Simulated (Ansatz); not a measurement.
`CNB(O)F` + SiH₄ → `CNB(F)[SiH3]` + H₂O  (formal exchange of groups at a B–O bond)

Isolated molecules relaxed with PBE0-D4/def2-TZVP in Ansatz; ΔE leaves out vibrations. CCSD(T)/CBS is the MP2 limit (def2-TZVPP, def2-QZVPP) plus CCSD(T) − MP2 in def2-TZVPP, frozen cores. This one scheme is used for every species. Each species was taken in one conformer, which may not be the lowest.

| species | HF/def2-QZVPP energy (Eh) |
| --- | --- |
| `CNB(O)F` | -294.51973 |
| SiH₄ | -291.26782 |
| `CNB(F)[SiH3]` | -509.65913 |
| H₂O | -76.06663 |

(1) Work out ΔE.

Largest T1 diagnostic among the species: 0.013.

## Answers

(1) ΔE = (-509.65913) + (-76.06663) − (-294.51973) − (-291.26782) = 0.06179 Eh = +162.2 kJ/mol. CCSD(T)/CBS gives +127.3 kJ/mol.

The D4 term adds −5.6 kJ/mol with B3LYP and −3.3 kJ/mol with PBE0; it sums over pairs of atoms, weighted by their polarisabilities, and B3LYP, whose exchange is more repulsive, gets the larger term. From PBE to PBE0 (25 % exact exchange), in def2-TZVPP and without D4, ΔE moves by +8.3 kJ/mol.

B3LYP here is the variant with VWN-RPA as its local correlation; programs differ in this.
